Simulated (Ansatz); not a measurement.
Geometry optimisation, RKS PBE0-D4/def2-SVP in Ansatz.

The input (input.yaml):

```yaml
crystal:
  periodic: [false, false, false]
  atoms:
    - { symbol: Ga, position_ang: [-1.377293, -0.07684, -0.569376] }
    - { symbol: H, position_ang: [1.184832, -1.106835, -1.215556] }
    - { symbol: H, position_ang: [-1.119861, -1.115176, -1.725705] }
    - { symbol: H, position_ang: [-2.829145, 0.533439, -0.477548] }
    - { symbol: H, position_ang: [1.74498, -0.918734, -0.834568] }
    - { symbol: Si, position_ang: [0.303317, 0.557067, 0.947162] }
    - { symbol: H, position_ang: [1.367463, 1.347372, 0.247396] }
    - { symbol: H, position_ang: [-0.233015, 1.413994, 2.052684] }
    - { symbol: H, position_ang: [0.958623, -0.634288, 1.57541] }
basis:
  gaussian: { orbitals: def2-SVP }
hamiltonian:
  xc: pbe0
  dispersion: d4
relax:
  f_tol: 0.03
  max_steps: 50
```

Run as:

```bash
$ ansatz run input.yaml --threads 2 --pin off --max-ram 3072MiB --backend cpu --events-out ev --progress --plain --runs-dir out
```

**Question.** Where does it end, and by what steps?

**Answer.** It converged. The force dipped under the threshold on the way, but the program's further checks kept it going. After 6 steps the energy has fallen by 0.176 eV; H5 moved furthest, 0.57 Å.

```json
{"step": "0", "energy less start (eV)": "0.0000", "largest force component (eV/Å)": "2.087", "accepted": "yes"}
{"step": "1", "energy less start (eV)": "-0.1443", "largest force component (eV/Å)": "0.208", "accepted": "yes"}
{"step": "2", "energy less start (eV)": "-0.1689", "largest force component (eV/Å)": "0.187", "accepted": "yes"}
{"step": "3", "energy less start (eV)": "-0.1744", "largest force component (eV/Å)": "0.049", "accepted": "yes"}
{"step": "4", "energy less start (eV)": "-0.1738", "largest force component (eV/Å)": "0.086", "accepted": "no"}
{"step": "5", "energy less start (eV)": "-0.1752", "largest force component (eV/Å)": "0.020", "accepted": "yes"}
{"step": "6", "energy less start (eV)": "-0.1757", "largest force component (eV/Å)": "0.006", "accepted": "yes"}
```

```xyz
9
Properties=species:S:1:pos:R:3
Ga -1.539 0.000 -0.509
H 1.563 -1.375 -1.466
H -1.242 -1.055 -1.641
H -2.985 0.621 -0.437
H 2.194 -1.164 -1.096
Si 0.200 0.638 1.040
H 1.258 1.413 0.314
H -0.303 1.493 2.162
H 0.855 -0.571 1.634
```

The run took 13 s on 2 threads of Arm Neoverse V1 (shared host), peak memory 0.17 GiB.
